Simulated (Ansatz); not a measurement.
The cluster K₃Na. The state is a triplet with charge 0. Geometry PBE0/def2-TZVP, that of the charge +1 doublet.

Cartesian coordinates in Å:
```
Na -0.754 -0.379 0.939
K 1.618 0.547 -1.789
K -1.962 -2.134 -2.663
K 1.098 1.966 3.513
```

At PBE0/def2-TZVP a singlet of charge 0 lies 0.22 eV below the triplet at the same geometry. The structure comes from a short search, and lower isomers may exist.

Q: Estimate the α-spin orbital energies around the gap (eV) in Ansatz with PBE/def2-TZVP, r2SCAN/def2-TZVP, PBE0/def2-TZVP.

A: 
```csv
orbital,PBE/def2-TZVP,r2SCAN/def2-TZVP,PBE0/def2-TZVP
HOMO−5,-18.19,-18.87,-20.20
HOMO−4,-18.17,-18.85,-20.19
HOMO−3,-18.16,-18.83,-20.17
HOMO−2,-3.29,-3.27,-3.83
HOMO−1,-2.61,-2.67,-2.98
HOMO,-1.99,-2.02,-2.31
LUMO,-1.82,-1.65,-1.43
LUMO+1,-1.22,-1.14,-0.79
LUMO+2,-1.08,-1.07,-0.71
LUMO+3,-0.99,-0.88,-0.56
LUMO+4,-0.79,-0.68,-0.40
LUMO+5,-0.63,-0.57,-0.18
β HOMO,-3.04,-2.97,-3.44
β LUMO,-2.19,-1.70,-1.71
```
